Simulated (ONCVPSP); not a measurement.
**What the settings do to the ONCV potential of Zn (Z = 30)**

Base potential:

zinc (Zn), optimised norm-conserving Vanderbilt (ONCV), made with ONCVPSP 4.0.1 (PBE, scalar-relativistic). Core [Ne], reference 3s2 3p6 3d10 4s2. Waves: 3s+4s: rc 1.30 bohr, ncon 4, nbas 7, qcut 12.1 1/bohr, 2 projectors; 3p: rc 0.95 bohr, ncon 4, nbas 8, qcut 12.4 1/bohr, 2 projectors, debl 0.6 Ha; 3d: rc 1.20 bohr, ncon 4, nbas 9, qcut 14 1/bohr, 1 projector. Local part: polynomial inside 0.75 bohr (lpopt 5, dvloc0 3 Ha). Core correction: Teter function, fcfact 4.75, rcfact 1.5.

In the p channel the program set the typed energies aside and used -3.065, 0.250 Ha.

Cutoffs, loose and tight: the cutoffs (Ha) at which the residual kinetic energy of the hardest occupied pseudo-wave falls to 1 and 0.1 mHa per electron. They do not see the model core or the augmentation charge, which bear on the density cutoff. Test errors are all-electron minus pseudo excitation energies from the reference, over the configurations 3s2 3p6 3d10 4s1; 3s2 3p6 3d10 4s0; 3s2 3p6 3d9 4s0; 3s2 3p6 3d9 4s2 4p1. A dash means not determined; rows that change the core or the reference have their own tests.

| change | outcome | cutoff, loose | cutoff, tight | bound ghosts | GHOST(+) flags above zero | largest test error (meV) |
| --- | --- | --- | --- | --- | --- | --- |
| base | generated, projector energies reset by the program | 75 Ha | 83 Ha | none | none | -22 |
| s: qcut 7.4 | generated, projector energies reset by the program | 75 Ha | 83 Ha | none | none | -24 |
| s: qcut 8.2 | generated, projector energies reset by the program | 75 Ha | 83 Ha | none | none | -23 |
| s: qcut 9.4 | generated, projector energies reset by the program | 75 Ha | 83 Ha | none | none | -23 |
| s: qcut 10.6 | generated, projector energies reset by the program | 75 Ha | 83 Ha | none | none | -23 |
| s: qcut 11.8 | generated, projector energies reset by the program | 75 Ha | 83 Ha | none | none | -22 |
| s: qcut 13.5 | generated, projector energies reset by the program | 75 Ha | 83 Ha | none | none | -22 |
| s: qcut 14.8 | generated, projector energies reset by the program | 75 Ha | 83 Ha | none | none | -22 |
| s: qcut 15.8 | failed: oncvpsp: lschvkbb ERROR 2 0 100 | – | – | – | – | – |
| s: qcut 16.9 | generated, projector energies reset by the program | 75 Ha | 83 Ha | none | none | -22 |
| s: qcut 17.9 | failed: oncvpsp: lschvkbb ERROR 2 0 100 | – | – | – | – | – |

Reading the sweep of the qcut of the s channel (base included, trends over the rows without a ghost): The loose cutoff stays near 75 Ha. The median size of the test errors (rows with all tests solved) stays near 3.4 meV. The generation fails at 15.8, 17.9 1/bohr.
